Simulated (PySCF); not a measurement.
Gas-phase reaction: 3 SiO + 3 H₂O₂ = (H₂SiO)₃ + 6 O

Energies from PySCF, thermal terms from the rigid-rotor harmonic-oscillator model, ideal gas at 1 bar. † marks an energy on the PBE0/def2-TZVP geometry and frequencies. MP2 freezes the core. Open shells (unrestricted): O (multiplicity 3); the rest are closed-shell singlets. Spin-orbit splitting is ignored; it lowers the true energy and changes the entropy of O. (H₂SiO)₃: computed as isolated molecules; such fragments, hydroxides, amides, oligomers or adducts are transient or little studied in the gas. MP2 isn't extrapolated to the basis-set limit.

| level | ΔH°(298 K), kJ |
|---|---|
| BLYP/def2-TZVP† | 1209 |
| MP2/def2-TZVPP† | ___ |
| PBE0/def2-SVP† | 900 |
| r2SCAN/def2-TZVP† | 913 |
| LDA/def2-TZVP† | ___ |
| ωB97M-V/def2-TZVP† | ___ |

Q: Complete the blanks.

A: 
- MP2/def2-TZVPP†, ΔH°(298 K), kJ: 1032
- LDA/def2-TZVP†, ΔH°(298 K), kJ: 1621
- ωB97M-V/def2-TZVP†, ΔH°(298 K), kJ: 973
